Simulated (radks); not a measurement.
The numbers below are computed, except where a source is named.
The mean radii <r> (bohr) of the occupied orbitals of an atom or ion are listed with their occupations. Code: a radial shooting solver on a logarithmic mesh with Libxc functionals. Model: scalar-relativistic Kohn-Sham, SCAN, spin-polarised, spherical densities, finite nucleus; meta-GGA in the generalised Kohn-Sham scheme; Fermi nuclear charge, rms radius of each element as measured or else 0.836 A^(1/3) + 0.57 fm.

orbital  occ.      <r>
1s          2  0.05028
2s          2   0.2217
2p          6   0.1938

Name the element and its charge. Open shells, if any, are filled with parallel spins first.

Answer. Z = 30, zinc, charge +20: Zn20+ in [Ne]. The 1s radius gives Z: for a bare nucleus <r> = (2 gamma + 1)/(2Z) with gamma = sqrt(1 - (Z/c)^2), 0.04919 bohr for Z = 30, and screening makes it slightly larger (0.05028 here). The occupations add up to 10, and the charge is Z minus that.
